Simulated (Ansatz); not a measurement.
C4H10S, charge +1, doublet, at a GFN2-xTB geometry (a state made from the parent by changing its charge; the spin is typed, not shown lowest); HF/STO-3G (Ansatz, a quantum-chemistry and plane-wave program).

Here is a job for Ansatz.
Ansatz 0.2 input:
```yaml
crystal:
  periodic: [false, false, false]
  atoms:
    - {symbol: C, position_ang: [2.59170849, -0.14271613, -0.24099814]}
    - {symbol: C, position_ang: [1.21814163, 0.46782335, -0.39546663]}
    - {symbol: S, position_ang: [0.00481195, -0.25518514, 0.72153988]}
    - {symbol: C, position_ang: [-1.52857085, 0.53499416, 0.18624468]}
    - {symbol: C, position_ang: [-2.29504397, -0.40048065, -0.74652669]}
    - {symbol: H, position_ang: [2.98114629, -0.00099103, 0.76498396]}
    - {symbol: H, position_ang: [3.27873756, 0.33293236, -0.93701579]}
    - {symbol: H, position_ang: [2.57953419, -1.21003485, -0.45078805]}
    - {symbol: H, position_ang: [1.24215155, 1.54444834, -0.19409714]}
    - {symbol: H, position_ang: [0.83657518, 0.33811601, -1.41395163]}
    - {symbol: H, position_ang: [-1.30560907, 1.48655274, -0.29316258]}
    - {symbol: H, position_ang: [-2.11319891, 0.70277725, 1.09241797]}
    - {symbol: H, position_ang: [-2.49196794, -1.36036331, -0.27544478]}
    - {symbol: H, position_ang: [-1.74973697, -0.56726257, -1.67231276]}
    - {symbol: H, position_ang: [-3.25203511, 0.05906290, -0.98478662]}
basis:
  gaussian:
    orbitals: STO-3G
hamiltonian:
  xc: hf
total_charge: 1
magnetization: {spin_polarized: true, initial_magnetization: 1}
```

The log (banner, timings and long lists left out):

```
Functional definition: HF
522 factors; integrals over basis functions are off by at most 5.5e-5 eV
mean field evaluation 1: about -14922.7875 eV, gradient 1.0e1 eV
mean field evaluation 2: about -14923.0488 eV, gradient 1.0e1 eV
mean field evaluation 4: about -14924.1268 eV, gradient 1.1e0 eV
mean field evaluation 8: about -14924.1490 eV, gradient 1.3e-2 eV
mean field -14924.14898269 eV, -548.4523591624 hartree, gradient 4.1e-5 eV, S^2 0.759309; 0 other end points of the search recorded, 0 dependent functions left out
reference -14924.14898269 eV, -548.4523591624 hartree; 25, 24 occupied and 14, 15 virtual orbitals, 522 factors
Total energy: -14924.14898269 eV, -548.4523591624 hartree
```
